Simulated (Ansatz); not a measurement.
Geometry optimisation, Ansatz, RKS PBE/def2-SVP.

Input:

```yaml
crystal:
  periodic: [false, false, false]
  atoms:
    - { symbol: Ga, position_ang: [-0.180065, -0.261548, -0.111415] }
    - { symbol: O, position_ang: [-0.475536, -0.976842, 1.521624] }
    - { symbol: H, position_ang: [-1.340584, -1.420202, 1.587519] }
    - { symbol: "N", position_ang: [1.594594, 0.006463, -0.504756] }
    - { symbol: H, position_ang: [2.232416, 0.012896, 0.297605] }
    - { symbol: H, position_ang: [1.834594, 0.779428, -1.13242] }
    - { symbol: "N", position_ang: [-1.558209, -0.222465, -1.337253] }
    - { symbol: H, position_ang: [-2.473491, 0.061815, -0.974202] }
    - { symbol: H, position_ang: [-1.380531, 0.299233, -2.200543] }
    - { symbol: O, position_ang: [-0.464675, 1.983635, 1.832229] }
    - { symbol: Si, position_ang: [0.994313, 2.782372, 2.144422] }
    - { symbol: H, position_ang: [2.134005, 1.821416, 2.371974] }
    - { symbol: H, position_ang: [1.276047, 3.658395, 0.959194] }
    - { symbol: H, position_ang: [0.886997, 3.654589, 3.368771] }
    - { symbol: H, position_ang: [-0.551673, 1.093616, 2.267551] }
basis:
  gaussian: { orbitals: def2-SVP }
hamiltonian:
  xc: pbe
relax:
  f_tol: 0.03
  max_steps: 50
output:
  orbitals: {}
```

Launched with:

```bash
$ ansatz run input.yaml --threads 4 --pin off --max-ram 5120MiB --backend cpu --events-out ev --progress --plain --runs-dir out
```

**Question.** Where does it end, and by what steps?

**Answer.** The run converged. After 11 steps the energy has fallen by 0.218 eV; H8 moved furthest, 0.49 Å.

```csv
step,energy less start (eV),largest force component (eV/Å),accepted
0,0.0000,0.593,yes
1,-0.1145,0.428,yes
2,-0.1643,0.480,yes
3,-0.1859,0.441,yes
4,-0.2060,0.289,yes
5,-0.2134,0.120,yes
6,-0.2131,0.175,no
7,-0.2165,0.038,yes
8,-0.2173,0.039,yes
9,-0.2175,0.036,yes
10,-0.2178,0.047,yes
11,-0.2180,0.017,yes
```

```xyz
15
Properties=species:S:1:pos:R:3
Ga -0.157 0.009 0.034
O -0.420 -0.841 1.684
H -1.177 -1.454 1.691
N 1.617 0.060 -0.464
H 2.309 -0.110 0.271
H 1.941 0.815 -1.074
N -1.587 0.017 -1.138
H -2.418 0.521 -0.811
H -1.376 0.336 -2.089
O -0.405 1.637 1.586
Si 0.903 2.645 1.993
H 2.101 1.861 2.452
H 1.235 3.439 0.766
H 0.489 3.579 3.096
H -0.526 0.759 2.093
```

Whether the end is a true minimum wasn't checked by a vibrational analysis.

Time of the run: 24 s on 4 threads of Intel(R) Xeon(R) 6975P-C (Granite Rapids), with other jobs on the host, peak memory 0.24 GiB.
